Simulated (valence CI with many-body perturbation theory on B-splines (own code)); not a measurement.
Tm⁶²⁺: key properties

Method: valence CI with perturbative core correlation (CI+MBPT): five valence electrons over a frozen Dirac-Fock core [He], a basis of 9 s, 9 p, 8 d, 6 f, 3 g, 1 h functions for each j, with the one-electron correlation potential Σ1, the two-electron term Σ2, the three-electron term Σ3, Breit, model QED; selected CI, second order for the rest (own B-spline code, finite nucleus).

The last digits are not significant, and no measured levels were compared; by estimate large intervals hold to a few tenths of a per cent, small ones and those within an open d or f shell to about a per cent. Among the levels kept, up to 1100 cm⁻¹ of a level comes from second order outside the variational space, and about a tenth of that is noise between levels of different J, which matters for small intervals.

Levels are named by their leading jj configuration (3d3/2^4 stands for four electrons in 3d with j = 3/2), which in mixed levels can hold well under half, so a name can repeat and another be missing.

Rates and lifetimes use the calculated energies. Strong lines usually hold to 10 to 20 %, long lifetimes can be off by a factor of two.

Question: What is the ground level?

Answer: (2s^2 2p1/2^2 2p3/2) J=3/2, composition 48 % 2s²2p³ ²P° + 27 % 2s²2p³ ²D° + 24 % 2s²2p³ ⁴S°, g = 1.321.

Question: Name the longest-lived excited levels whose lifetime is computed, and their main decay.

Answer: (2s^2 2p1/2 2p3/2^2) J=5/2 at 1024.5 eV lives 614 ps, mostly by M1 to (2s^2 2p1/2^2 2p3/2) J=3/2; (2s^2 2p1/2 2p3/2^2) J=1/2 at 1071.3 eV lives 183 ps, mostly by M1 to (2s^2 2p1/2^2 2p3/2) J=3/2; (2s^2 2p1/2 2p3/2^2) J=3/2 at 1001.7 eV lives 105 ps, mostly by M1 to (2s^2 2p1/2^2 2p3/2) J=3/2.

Question: Among levels below 9516.2 eV, which E1 lines absorb most strongly from the ground level?

Answer: to (2s^2 2p1/2^2 3d5/2) J=5/2 at 0.1509 nm, f = 0.547; to (2s^2 2p1/2 2p3/2 3d3/2) J=5/2 at 0.1351 nm, f = 0.505; to (2s^2 2p1/2 2p3/2 3d3/2) J=3/2 at 0.1350 nm, f = 0.288.

Question: What are the static dipole polarisabilities of the lowest levels?

Answer: (2s^2 2p1/2^2 2p3/2) J=3/2 0.000101 (tensor 2.0e-05) bohr³, of which the core gives 3.04e-07.

Question: How well does LS coupling describe the low levels?

Answer: Among the lowest 20 levels the leading LS term, summed over configurations, holds 63 % on average. For single configurations the figures are 63 % in LS and 100 % in jj coupling. Terms mix most in the J = 3/2 level at 8044.0 eV, where the leading one holds 34 %.

Question: What is the ionisation energy?

Answer: 14300 eV; NIST lists 14300 ± 15 eV (theoretical).

Question: Where does the other parity begin?

Answer: At (2s 2p1/2^2 2p3/2^2) J=5/2, 1312.5 eV.
